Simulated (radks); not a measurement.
Coulomb parameter of the 3d shell of the titanium ion Ti+ in the model configuration [Ar] 3d2 4s1, as a second difference U = [E(n + 1) + E(n - 1) - 2 E(n)] / (1)^2 with all orbitals relaxed. "Bare": the charge of the atom changes with n. "Screened": the 4s shell takes up the change at fixed total charge, which measures U(3d,3d) + U(4s,4s) - 2 U(3d,4s). All-electron calculation, scalar-relativistic Kohn-Sham, r2SCAN, spin-unpolarised, spherical densities, finite nucleus; meta-GGA in the generalised Kohn-Sham scheme; Fermi nuclear charge, rms radius 3.5921 fm. Program: a radial shooting solver on a logarithmic mesh with Libxc functionals.

case	configuration	E - E(n) (eV)
start	[Ar] 3d2 4s1	0.000
bare +1	[Ar] 3d3 4s1	-6.047
bare -1	[Ar] 3d1 4s1	17.534
screened +1	[Ar] 3d3	0.010
screened -1	[Ar] 3d1 4s2	2.120

U(bare) = 11.487 eV, U(screened by 4s) = 2.130 eV, against the Slater integral F0(3d,3d) = 16.749 eV with frozen orbitals.
